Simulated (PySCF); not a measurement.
C3H3, SMILES C(#C)[CH2], multiplicity 2. Geometry: r2SCAN-D4/def2-TZVP. The isomer is the one that the SMILES or the coordinates give; other isomers of the formula were not compared.

Problem. Give the equilibrium geometry at r2SCAN-D4/def2-TZVP (PySCF confirms it by a frequency run) as bond lengths and angles, and its point group. (An estimate is asked for; the answer gives what the named calculation found.)

Solution. point group C2v.
Atoms: C1 C2 C3 H4 H5 H6. Bond lengths (Å): C1–C2 1.224, C1–H4 1.063, C2–C3 1.362, C3–H5 1.083, C3–H6 1.083. Angles (°): C2–C1–H4 180.0, C1–C2–C3 180.0, C2–C3–H5 120.8, C2–C3–H6 120.8, H5–C3–H6 118.3.
Charge 0, spin multiplicity 2.
